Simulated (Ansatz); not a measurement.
The inner images of a band of BrGeH3 + H2S (8 atoms, charge 0, multiplicity 1) are given out of order.

Computed with RKS PBE-D4/def2-SVP in Ansatz.

Initial state:

```xyz
8
Properties=species:S:1:pos:R:3
Ge -0.286 0.509 -1.263
Br 1.264 1.674 0.054
H 0.335 -0.862 -1.608
H -0.491 1.376 -2.531
H -1.593 0.385 -0.450
H 1.155 -0.773 1.515
S 0.157 -1.649 1.831
H -0.541 -0.660 2.451
```

Final state:

```xyz
8
Properties=species:S:1:pos:R:3
Ge -0.740 -0.211 -0.879
Br 2.653 1.320 0.733
H 0.174 -0.946 -1.882
H -0.492 1.315 -0.874
H -2.232 -0.542 -1.134
H 1.634 0.301 1.043
S -0.131 -1.066 1.136
H -0.866 -0.171 1.855
```

Q: Put them in order from the first end to the last, with their energies above the first end.
A.
```xyz
8
Properties=species:S:1:pos:R:3
Ge -0.649 -0.130 -0.848
Br 2.380 1.210 0.493
H 0.347 -0.827 -1.800
H -0.506 1.409 -0.903
H -2.112 -0.549 -1.106
H 1.489 0.130 1.027
S -0.157 -1.084 1.182
H -0.791 -0.158 1.956
```
B.
```xyz
8
Properties=species:S:1:pos:R:3
Ge -0.246 0.441 -1.254
Br 1.476 1.416 0.013
H 0.378 -0.767 -1.987
H -0.676 1.569 -2.222
H -1.409 0.018 -0.333
H 1.083 -0.677 1.552
S 0.092 -1.529 1.952
H -0.699 -0.470 2.279
```
C.
```xyz
8
Properties=species:S:1:pos:R:3
Ge -0.398 0.118 -0.902
Br 1.924 1.194 0.234
H 0.424 -0.755 -1.873
H -0.605 1.603 -1.295
H -1.851 -0.458 -0.796
H 1.183 -0.278 1.236
S -0.001 -1.175 1.328
H -0.677 -0.250 2.067
```
D.
```xyz
8
Properties=species:S:1:pos:R:3
Ge -0.527 -0.015 -0.861
Br 2.121 1.160 0.387
H 0.406 -0.777 -1.827
H -0.549 1.516 -1.122
H -1.985 -0.511 -0.928
H 1.341 -0.046 1.104
S -0.092 -1.113 1.217
H -0.715 -0.214 2.031
```
E.
```xyz
8
Properties=species:S:1:pos:R:3
Ge -0.277 0.303 -1.066
Br 1.643 1.248 0.095
H 0.404 -0.759 -1.955
H -0.632 1.651 -1.719
H -1.621 -0.270 -0.530
H 1.111 -0.515 1.409
S 0.050 -1.360 1.661
H -0.679 -0.298 2.106
```

A: B (+0.9 kcal/mol), E (+12.1 kcal/mol), C (+26.0 kcal/mol), D (+16.6 kcal/mol), A (+6.5 kcal/mol).

The run took 2.5 min on 2 threads of Arm Neoverse V1, on a shared host, peak memory 0.16 GiB.
